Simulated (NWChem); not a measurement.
# SiN2H5OF; SMILES N[Si](N)(O)F

```xyz
10

N      0.7361     1.2494     1.0128
Si    -0.0444     0.0888     0.0569
N      0.2650    -1.4613     0.6970
O     -1.6038     0.6375    -0.0580
F      0.4610    -0.0588    -1.4883
H      1.6681     1.1038     1.3760
H      0.4524     2.2203     1.0088
H      0.3052    -2.2754     0.0971
H      0.0331    -1.6960     1.6535
H     -2.0789     0.3580    -0.8453
```
Atoms are numbered in this order, from 1.

Results from NWChem. Pople sets run with spherical d functions. Structure relaxed at the PBE0/def2-SVP level. B3LYP is NWChem's, with the RPA form of VWN correlation. Atomic charges in e: unrestrained fits to the electrostatic potential beside Mulliken populations; buried atoms are poorly determined by the fit.

For level Hartree-Fock/6-31G*:

```yaml
ESP N1: -1.06
Mulliken N1: -1.06
ESP Si2: 1.51
Mulliken Si2: 1.56
ESP N3: -1.13
Mulliken N3: -1.07
ESP O4: -0.83
Mulliken O4: -0.89
Mulliken F5: -0.55
```

Question: Estimate the same quantities for level B3LYP/def2-SVP.

Answer: The ESP N1 is -0.87, the Mulliken N1 comes out as -0.35 and the ESP Si2 is 1.24. The Mulliken Si2 is 0.79 and the ESP N3 is -0.94. The Mulliken N3 is -0.36 and the ESP O4 is -0.73. The Mulliken O4 comes out as -0.39 and the Mulliken F5 comes out as -0.36.
